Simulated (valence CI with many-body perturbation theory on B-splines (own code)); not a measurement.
## V10+: one-electron terms

Level of theory: configuration interaction combined with many-body perturbation theory (CI+MBPT): three valence electrons over a frozen Dirac-Fock core [Ne], a basis of 11 s, 11 p, 9 d, 7 f, 5 g, 2 h, 1 i functions for each j, with the one-electron correlation potential Σ1, the two-electron term Σ2, the three-electron term Σ3, Breit, model QED; selected CI, second order for the rest, scaled by the run's own slope (own B-spline code, finite nucleus).

No measured levels were compared; by estimate levels of excited configurations hold to 0.05 to 0.15 % of their energy, terms of the ground configuration to about 0.5 %.

These are the spectroscopic orbitals of the CI (the correlating ones are not listed), shaped by the core and the other valence electrons. h is the expectation value of the core's Dirac-Fock operator, without the valence repulsion; Σ1 is computed up to l = 3 at one energy for each symmetry, that of its lowest orbital but kept below the first core excitation, so for empty shells it is not the orbital's own correlation shift; Breit and QED include the response of the core.

| Orbital | h (hartree) | Σ1 (cm⁻¹) | Breit (cm⁻¹) | QED (cm⁻¹) | ⟨r⟩ (bohr) |
| --- | --- | --- | --- | --- | --- |
| 3s1/2 | -12.319 | -4879 | 521 | 339 | 0.8306 |
| 4s1/2 | -6.3927 | -1447 | 185 | 122 | 1.630 |
| 5s1/2 | -3.9042 | -612 | 83.0 | 55.0 | 2.721 |
| 6s1/2 | -2.6324 | -322 | 44.8 | 29.8 | 4.077 |
| 3p1/2 | -11.284 | -5366 | 804 | -33.7 | 0.8350 |
| 4p1/2 | -5.9757 | -1597 | 285 | -11.7 | 1.689 |
| 5p1/2 | -3.7027 | -712 | 135 | -5.5 | 2.815 |
| 6p1/2 | -2.5195 | -383 | 74.4 | -3.0 | 4.211 |
| 3p3/2 | -11.232 | -5279 | 492 | -9.4 | 0.8395 |
| 4p3/2 | -5.9559 | -1578 | 172 | -3.1 | 1.695 |
| 5p3/2 | -3.693 | -705 | 80.9 | -1.4 | 2.823 |
| 6p3/2 | -2.5141 | -380 | 44.6 | -0.8 | 4.220 |
| 3d3/2 | -9.8146 | -5767 | 224 | -15.6 | 0.7996 |
| 4d3/2 | -5.429 | -1616 | 84.9 | -5.7 | 1.723 |
| 5d3/2 | -3.44 | -723 | 41.8 | -2.8 | 2.907 |
| 3d5/2 | -9.8083 | -5716 | 71.6 | -10.9 | 0.8005 |
| 4d5/2 | -5.4261 | -1600 | 27.1 | -3.9 | 1.725 |
| 5d5/2 | -3.4385 | -715 | 13.3 | -1.9 | 2.908 |
| 4f5/2 | -5.212 | -734 | 2.1 | -0.6 | 1.581 |
| 5f5/2 | -3.3303 | -390 | 1.6 | -0.4 | 2.796 |
| 4f7/2 | -5.211 | -732 | -0.8 | 0.0 | 1.581 |
| 5f7/2 | -3.3298 | -389 | -0.5 | -0.1 | 2.796 |
| 5g7/2 | -3.305 |  | 0.0 | -0.1 | 2.489 |
| 5g9/2 | -3.3047 |  | 0.0 | 0.1 | 2.490 |

Among the shells of the start configuration 3s2 3p1, Σ1 is largest in size for 3p1/2, where it is 0.22 % of h.

Lowest root of each symmetry, sizes in configuration state functions:

```json
{"J": "1/2", "Parity": "even", "Roots": "9", "Reference": "65", "Variational": "7349", "Second order": "19499", "Change by selected CI (cm⁻¹)": "-1270", "Change by second order (cm⁻¹)": "0"}
{"J": "3/2", "Parity": "even", "Roots": "13", "Reference": "95", "Variational": "12775", "Second order": "35099", "Change by selected CI (cm⁻¹)": "-1251", "Change by second order (cm⁻¹)": "0"}
{"J": "5/2", "Parity": "even", "Roots": "12", "Reference": "89", "Variational": "14401", "Second order": "49022", "Change by selected CI (cm⁻¹)": "-1263", "Change by second order (cm⁻¹)": "-1"}
{"J": "7/2", "Parity": "even", "Roots": "7", "Reference": "54", "Variational": "12948", "Second order": "49814", "Change by selected CI (cm⁻¹)": "-3130", "Change by second order (cm⁻¹)": "-2"}
{"J": "9/2", "Parity": "even", "Roots": "4", "Reference": "27", "Variational": "10643", "Second order": "45636", "Change by selected CI (cm⁻¹)": "-3453", "Change by second order (cm⁻¹)": "-2"}
{"J": "1/2", "Parity": "odd", "Roots": "7", "Reference": "59", "Variational": "9044", "Second order": "23531", "Change by selected CI (cm⁻¹)": "-2539", "Change by second order (cm⁻¹)": "-1"}
{"J": "3/2", "Parity": "odd", "Roots": "12", "Reference": "91", "Variational": "13648", "Second order": "40564", "Change by selected CI (cm⁻¹)": "-2531", "Change by second order (cm⁻¹)": "-1"}
{"J": "5/2", "Parity": "odd", "Roots": "9", "Reference": "82", "Variational": "13727", "Second order": "45281", "Change by selected CI (cm⁻¹)": "-1881", "Change by second order (cm⁻¹)": "-1"}
{"J": "7/2", "Parity": "odd", "Roots": "5", "Reference": "58", "Variational": "12306", "Second order": "53354", "Change by selected CI (cm⁻¹)": "-2328", "Change by second order (cm⁻¹)": "-1"}
{"J": "9/2", "Parity": "odd", "Roots": "2", "Reference": "29", "Variational": "8975", "Second order": "35843", "Change by selected CI (cm⁻¹)": "-2321", "Change by second order (cm⁻¹)": "-3"}
```
